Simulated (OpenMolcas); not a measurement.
## Ni4+: moving or changing the point charges

Ni4+ among 6 point charges of -2 e arranged as a trigonal prism (D3h), 1.73 Å from the ion, with a polar angle of 46.2° against the regular 49.1°.

```yaml
Program: OpenMolcas
Method: CASSCF
Basis: ANO-RCC-VDZP [5s4p2d1f]
Scalar_Hamiltonian: DKH2, point nucleus
Active_space: 6 electrons in 5 orbitals (3d)
State_averaging: 2S+1 = 5 even, 5 roots; 2S+1 = 3 even, 45 roots; 2S+1 = 1 even, 50 roots
Spin-orbit_coupling: RASSI with atomic mean-field integrals over the reference wave functions
```

Runs around this geometry, states (labels of D3, the rotations of D3h). Energies in cm-1 above the lowest state or level, χT in cm3 K/mol.

```json
{"R (Å)": "1.73", "q (e)": "-2", "Polar angle / regular": "0.86", "Ground state": "5E", "First state of that spin": "5A1 11248", "First gap with spin-orbit (degeneracies)": "421.8 (2, 2)", "χT at 300 K": "5.103", "First state of another spin": "3E 30882"}
{"R (Å)": "1.73", "q (e)": "-1", "Polar angle / regular": "0.94", "Ground state": "5E", "First state of that spin": "5A1 3699", "First gap with spin-orbit (degeneracies)": "401.9 (2, 2)", "χT at 300 K": "5.169", "First state of another spin": "2S+1 = 3: 30146"}
{"R (Å)": "1.59", "q (e)": "-2", "Polar angle / regular": "0.94", "Ground state": "5E", "First state of that spin": "5A1 8970", "First gap with spin-orbit (degeneracies)": "420.1 (2, 2)", "χT at 300 K": "5.101", "First state of another spin": "3E 29872"}
{"R (Å)": "1.73", "q (e)": "-2", "Polar angle / regular": "0.94", "Ground state": "5E", "First state of that spin": "5A1 7302", "First gap with spin-orbit (degeneracies)": "419.3 (2, 2)", "χT at 300 K": "5.116", "First state of another spin": "3A2 30460"}
{"R (Å)": "1.92", "q (e)": "-2", "Polar angle / regular": "0.94", "Ground state": "5E", "First state of that spin": "5A1 5590", "First gap with spin-orbit (degeneracies)": "413.7 (2, 2)", "χT at 300 K": "5.139", "First state of another spin": "3A2 30546"}
```

Taking the first state of the same spin as R^-n, n = -ln(5590 / 8970) / ln(1.92 / 1.59) = 2.5 between the shortest and longest distance.

Scaling the charges by -1 / -2 = 0.50 scales the first state of the same spin by 3699 / 7302 = 0.51; with fixed orbitals a first-order splitting would follow the charge.

An orbital doublet at a regular site is open to a Jahn-Teller distortion, which this geometry leaves out. Without dynamic correlation the repulsion within the d shell is too large (B by tens of per cent), so at a given field states of lower spin stand too high. Point charges give a weaker field than real ligands, and real ions of this kind are often low spin; the high spin found here belongs to the model. The ground term spreads over less than 5000 cm-1, several times less than with real ligands, so orbital moments are less quenched and χT lies further from the spin-only value than at real sites (holds for R = 1.73, q = -1, ratio = 0.94). This is an electrostatic model: the charges have no orbitals. An unlabelled pair can be two single states that coincide in this model. No measured value stands beside these numbers.

A state without a sure symmetry label is named by its multiplicity alone.
